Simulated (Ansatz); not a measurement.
```yaml
crystal:
  periodic: [false, false, false]
  atoms:
    - {symbol: Ga, position_ang: [-0.003698, 0.009670, -1.374787]}
    - {symbol: P, position_ang: [0.003485, -0.005976, 1.115606]}
    - {symbol: H, position_ang: [0.713798, 1.027512, 1.768187]}
    - {symbol: H, position_ang: [0.550298, -1.145524, 1.748619]}
    - {symbol: H, position_ang: [-1.249829, 0.082442, 1.763492]}
    - {symbol: F, position_ang: [1.721804, -0.011737, -1.680564]}
    - {symbol: F, position_ang: [-0.848349, 1.517345, -1.665995]}
    - {symbol: F, position_ang: [-0.887519, -1.473733, -1.674557]}
basis:
  gaussian: {orbitals: def2-SVP, fitting: {mean_field: def2-universal-jkfit}}
hamiltonian: {xc: {name: B2GP-PLYP}}
output: {forces: true}
```

```sh
$ ansatz run in.yaml --threads 2 --pin off --events-out ev --progress --plain --max-ram 4352MiB
```

It prints (some lines left out):

```
Functional definition: B2GP-PLYP
679 factors; integrals over basis functions are off by at most 3.7e-1 eV
mean field evaluation 1: about -69812.1398 eV, gradient 5.4e1 eV
mean field evaluation 2: about -69812.1400 eV, gradient 5.4e1 eV
mean field evaluation 4: about -69817.2559 eV, gradient 2.4e0 eV
mean field evaluation 8: about -69817.2720 eV, gradient 3.7e-2 eV
mean field evaluation 16: about -69817.2720 eV, gradient 2.5e-6 eV
mean field -69817.27196563 eV, -2565.7374208904 hartree, gradient 2.5e-6 eV, S^2 0.000000; 0 other end points of the search recorded, 0 dependent functions left out
17 core orbitals not correlated: weight in the atoms' cores, before any rotation towards them, 1.000 or more for the frozen orbitals, at most 0.000 for the correlated occupied ones
reference -69817.27208681 eV, -2565.7374253436 hartree; 21, 21 occupied and 69, 69 virtual orbitals, 679 factors
second order -28.15789790 eV of doubles, -0.00000000 eV of singles
Total energy: -69827.40893006 eV, -2566.1099474619 hartree
Atom 0 at    -0.003698     0.009670    -1.374787 Å, force     0.000907     0.003487    -0.089449 eV/Å
Atom 1 at     0.003485    -0.005976     1.115606 Å, force     0.001066    -0.002108     0.404167 eV/Å
Atom 2 at     0.713798     1.027512     1.768187 Å, force    -0.094674    -0.135458    -0.086946 eV/Å
Atom 3 at     0.550298    -1.145524     1.748619 Å, force    -0.070256     0.150051    -0.082555 eV/Å
Atom 4 at    -1.249829     0.082442     1.763492 Å, force     0.164479    -0.013038    -0.085234 eV/Å
Atom 5 at     1.721804    -0.011737    -1.680564 Å, force    -0.003888    -0.001216    -0.019516 eV/Å
Atom 6 at    -0.848349     1.517345    -1.665995 Å, force     0.002707    -0.004325    -0.019114 eV/Å
Atom 7 at    -0.887519    -1.473733    -1.674557 Å, force    -0.000341     0.002605    -0.021353 eV/Å
Dipole moment:     0.003758    -0.007810     1.331440 e Å
```

Run time 11 s (2 threads of Arm Neoverse N1 on a shared host).

Correlated methods freeze 17 core orbitals; core or outer-core shells of Ga are correlated, in sets that lack core-valence functions.
